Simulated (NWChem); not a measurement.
The numbers come from NWChem runs, not from measurements. System: HGa, charge 0, spin multiplicity 1, at a geometry optimised with B3LYP/def2-SVP. The structure started from a generated list of species. Level: CCSD(T)/def2-TZVP, 9 core orbitals frozen.

The NWChem input:

```
start mol
memory heap 100 mb stack 700 mb global 1900 mb
geometry units angstroms nocenter noautoz
  Ga     0.000000     0.000000     0.052858
  H      0.000000     0.000000    -1.638585
  symmetry group C2v
end
basis spherical
  * library def2-tzvp
end
scf
  rhf
  nopen 0
  maxiter 100
  thresh 1e-7
  semidirect memsize 60000000 filesize 0
end
tce
  freeze core 9
  ccsd(t)
  2eorb
  2emet 13
  thresh 1e-6
  maxiter 100
  tilesize 24
end
task tce energy
```

Output (cleaned and shortened):

```
             Northwest Computational Chemistry Package (NWChem) 7.3.0
             --------------------------------------------------------

                                NWChem Input Module
                                -------------------

 Scaling coordinates for geometry "geometry" by  1.889725989
 (inverse scale =  0.529177249)

 Turning off AUTOSYM since
 SYMMETRY directive was detected!

                             Geometry "geometry" -> ""
                             -------------------------

 Output coordinates in angstroms (scale by  1.889725989 to convert to a.u.)

  No.       Tag          Charge          X              Y              Z
 ---- ---------------- ---------- -------------- -------------- --------------
    1 Ga                  31.0000     0.00000000     0.00000000     0.05285800
    2 H                    1.0000     0.00000000     0.00000000    -1.63858500

 Effective nuclear repulsion energy (a.u.)       9.6985205644

            Nuclear Dipole moment (a.u.)
            ----------------------------
        X                 Y               Z
 ---------------- ---------------- ----------------
     0.0000000000     0.0000000000     0.0000245664

      Symmetry information
      --------------------

 Group name             C2v
 Group number             16
 Group order               4
 No. of unique centers     2

      Symmetry unique atoms

     1    2


 Summary of "ao basis" -> "" (spherical)
 ------------------------------------------------------------------------------
       Tag                 Description            Shells   Functions and Types
 ---------------- ------------------------------  ------  ---------------------
 *                         def2-tzvp                  on all atoms

 Summary of "ao basis" -> "ao basis" (spherical)
 ------------------------------------------------------------------------------
       Tag                 Description            Shells   Functions and Types
 ---------------- ------------------------------  ------  ---------------------
 Ga                        def2-tzvp                16       48   6s5p4d1f
 H                         def2-tzvp                 4        6   3s1p

                                 NWChem SCF Module
                                 -----------------

  ao basis        = "ao basis"
  functions       =    54
  atoms           =     2
  closed shells   =    16
  open shells     =     0
  charge          =   0.00
  wavefunction    = RHF
  use symmetry    = T
  symmetry adapt  = T

 Summary of "ao basis" -> "ao basis" (spherical)
 ------------------------------------------------------------------------------
       Tag                 Description            Shells   Functions and Types
 ---------------- ------------------------------  ------  ---------------------
 Ga                        def2-tzvp                16       48   6s5p4d1f
 H                         def2-tzvp                 4        6   3s1p

      Symmetry analysis of basis
      --------------------------

        a1         25
        a2          5
        b1         12
        b2         12

 Forming initial guess at       0.0s

      Superposition of Atomic Density Guess
      -------------------------------------

 Sum of atomic energies:       -1923.72449348

      Non-variational initial energy
      ------------------------------

 Total energy =   -1923.634659
 1-e energy   =   -2704.683416
 2-e energy   =     771.350236
 HOMO         =      -0.195177
 LUMO         =      -0.004721
[...]
  ----- ------------  ---------------      ----- ------------  ---------------
    20      0.827669  1 Ga py                17      0.257209  1 Ga py

 Vector   19  Occ=0.000000D+00  E= 1.594173D-01  Symmetry=a1
              MO Center=  7.3D-15, -8.8D-15,  2.7D-01, r^2= 6.3D+00
   Bfn.  Coefficient  Atom+Function         Bfn.  Coefficient  Atom+Function
  ----- ------------  ---------------      ----- ------------  ---------------
    51      2.007098  2 H  s                 21      1.747133  1 Ga pz
     6     -1.296991  1 Ga s

 center of mass
 --------------
 x =   0.00000000 y =   0.00000000 z =   0.05382374

 moments of inertia (a.u.)
 ------------------
          10.148300040656           0.000000000000           0.000000000000
           0.000000000000          10.148300040656           0.000000000000
           0.000000000000           0.000000000000           0.000000000000

  Mulliken analysis of the total density
  --------------------------------------

    Atom       Charge   Shell Charges
 -----------   ------   -------------------------------------------------------
    1 Ga  31    30.81   2.00  2.00  1.18  0.78  0.99  0.90  5.98  4.43  1.56  0.50  0.41  8.88  1.13 -0.01  0.06  0.01
    2 H    1     1.19   0.22  0.57  0.40  0.00

       Multipole analysis of the density wrt the origin
       ------------------------------------------------

     L   x y z        total         open         nuclear
     -   - - -        -----         ----         -------
     0   0 0 0     -0.000000      0.000000     32.000000

     1   1 0 0      0.000000      0.000000      0.000000
     1   0 1 0     -0.000000      0.000000      0.000000
     1   0 0 1      0.099749      0.000000      0.000025

     2   2 0 0    -11.814600      0.000000      0.000000
     2   1 1 0      0.000000      0.000000      0.000000
     2   1 0 1     -0.000000      0.000000      0.000000
     2   0 2 0    -11.814600      0.000000      0.000000
     2   0 1 1      0.000000      0.000000      0.000000
     2   0 0 2    -18.117038      0.000000      9.897468

                   NWChem Extensible Many-Electron Theory Module
                   ---------------------------------------------


            General Information
            -------------------
      Number of processors :     1
         Wavefunction type : Restricted Hartree-Fock
          No. of electrons :    32
           Alpha electrons :    16
            Beta electrons :    16
           No. of orbitals :   108
            Alpha orbitals :    54
             Beta orbitals :    54
        Alpha frozen cores :     9
         Beta frozen cores :     9
     Alpha frozen virtuals :     0
      Beta frozen virtuals :     0
         Spin multiplicity : singlet
    Number of AO functions :    54
       Number of AO shells :    20
        Use of symmetry is : on
      Symmetry adaption is : on
         Schwarz screening : 0.10D-09

          Correlation Information
          -----------------------
          Calculation type : Coupled-cluster singles & doubles w/ perturbation
   Perturbative correction : (T)
            Max iterations :      100
        Residual threshold : 0.10D-05
     T(0) DIIS level shift : 0.00D+00
     L(0) DIIS level shift : 0.00D+00
     T(1) DIIS level shift : 0.00D+00
     L(1) DIIS level shift : 0.00D+00
     T(R) DIIS level shift : 0.00D+00
     T(I) DIIS level shift : 0.00D+00
   CC-T/L Amplitude update :  5-th order DIIS
                I/O scheme : Global Array Library
        L-threshold :  0.10D-05
        EOM-threshold :  0.10D-05
 no EOMCCSD initial starts read in
 TCE RESTART OPTIONS
 SLICE:      F
 D4D5:       F
 quantumc:   F
 qrotation:  F
 pwtce:      F
 qducc:      F
 nacto:                         0
 nrotv:                         0
 nrot:                          0

            Memory Information
            ------------------
          Available GA space size is     249033884 doubles
          Available MA space size is     104850988 doubles

 Maximum block size supplied by input
 Maximum block size        24 doubles

 tile_dim =     16

 -------------------------------------------------

 Global array virtual files algorithm will be used

 Parallel file system coherency ......... OK

 4-electron integrals stored in orbital form

 v2    file size   =           298856
 4-index algorithm nr.  13 is used
 imaxsize =       30
 imaxsize ichop =        0


CCSD iterations
 ---------------------------------------------------------
 Iter          Residuum       Correlation     Cpu    Wall
 ---------------------------------------------------------
    1   0.1281794036944  -0.2003856055373     0.1     0.1
    2   0.0335510118402  -0.2023867911977     0.1     0.1
    3   0.0135181730768  -0.2083175848472     0.1     0.1
    4   0.0064810558100  -0.2091172652782     0.1     0.1
    5   0.0031748570093  -0.2099245374806     0.1     0.1
    6   0.0008018837938  -0.2103671784312     0.1     0.1
    7   0.0003260098901  -0.2103989843604     0.1     0.1
    8   0.0001644447248  -0.2104009739397     0.1     0.1
    9   0.0000905305247  -0.2104042743170     0.1     0.1
   10   0.0000514067153  -0.2104073420512     0.1     0.1
   11   0.0000108751011  -0.2104112806601     0.1     0.1
   12   0.0000044738754  -0.2104109802598     0.1     0.1
   13   0.0000024314118  -0.2104112754243     0.1     0.1
   14   0.0000013885835  -0.2104112266060     0.1     0.1
   15   0.0000008151806  -0.2104112522825     0.1     0.1
 -----------------------------------------------------------------
 Iterations converged
 CCSD correlation energy / hartree =        -0.210411252282503
 CCSD total energy / hartree       =     -1924.009650332316141

 Singles contributions

 Doubles contributions
 CCSD(T)
 Using plain CCSD(T) code
             total no. of tasks          500
 total no. of tasks / no. procs          500
                         wl_min           64           2.0
                         wl_max       262144           8.0
        thresh for no. of tasks          500

 CCSD[T]  correction energy / hartree =        -0.009341860942317
 CCSD[T] correlation energy / hartree =        -0.219753113224820
 CCSD[T] total energy / hartree       =     -1924.018992193258555
 CCSD(T)  correction energy / hartree =        -0.007987293073170
 CCSD(T) correlation energy / hartree =        -0.218398545355673
 CCSD(T) total energy / hartree       =     -1924.017637625389398

 Task  times  cpu:        4.2s     wall:        4.2s

 Total times  cpu:        4.2s     wall:        4.2s
```
